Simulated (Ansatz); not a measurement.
Compare A (`CN(C)[Si]O`) with its isomer B (`C=NCO[SiH3]`).

Program: Ansatz. Geometries: PBE0-D4/def2-TZVP. ΔE: electronic, gas phase. CCSD(T)/CBS adds triple-zeta CCSD(T) − MP2 to the extrapolated MP2 energy (def2 sets, frozen cores). Functionals use def2-TZVPP. B3LYP here is the variant with VWN-RPA as its local correlation; programs differ in this. One conformer a species, not always the lowest.

A:

```xyz
12

C    -0.728   -0.451    0.728
N     0.211    0.140   -0.190
C     0.753    1.389    0.300
Si    0.758   -0.407   -1.734
O    -0.055   -1.827   -1.987
H    -1.118   -1.399    0.353
H    -1.585    0.212    0.904
H    -0.259   -0.652    1.700
H    -0.037    2.132    0.463
H     1.459    1.799   -0.428
H     1.286    1.248    1.248
H    -0.685   -2.184   -1.357
```

B:

```xyz
12

C     1.965    1.037    0.717
N     0.830    1.581    0.722
C    -0.307    0.851    0.271
O    -0.026   -0.462   -0.153
Si   -1.160   -1.490   -0.753
H     2.140    0.013    0.380
H     2.817    1.617    1.067
H    -0.754    1.427   -0.551
H    -1.029    0.836    1.098
H    -1.805   -0.913   -1.964
H    -2.222   -1.755    0.258
H    -0.448   -2.743   -1.092
```

Question: Which isomer does CCSD(T)/CBS put lower? Give the gap. (Estimate.)

Answer: Computed: A, by 28.8 kcal/mol.

Question: Give E(B) − E(A) in kcal/mol with B3LYP, CCSD(T)/def2-TZVPP, PBE0-D4, PBE-D4, r2SCAN-D4, B3LYP-D4, B2PLYP. (An estimate is asked.)

Answer: Computed: B3LYP 26.7, CCSD(T)/def2-TZVPP 27.9, PBE0-D4 29.9, PBE-D4 30.5, r2SCAN-D4 27.2, B3LYP-D4 28.0, B2PLYP 27.4. None reverses the order clearly.

Largest T1 diagnostic: 0.013.

The D4 term adds +1.3 kcal/mol with B3LYP and +0.6 kcal/mol with PBE0; it sums over pairs of atoms, weighted by their polarisabilities, and B3LYP, whose exchange is more repulsive, gets the larger term. In def2-TZVPP, CCSD(T) changes the Hartree–Fock value by +9.3 kcal/mol (the triples alone add +0.4 kcal/mol) and MP2 by +11.1 kcal/mol.
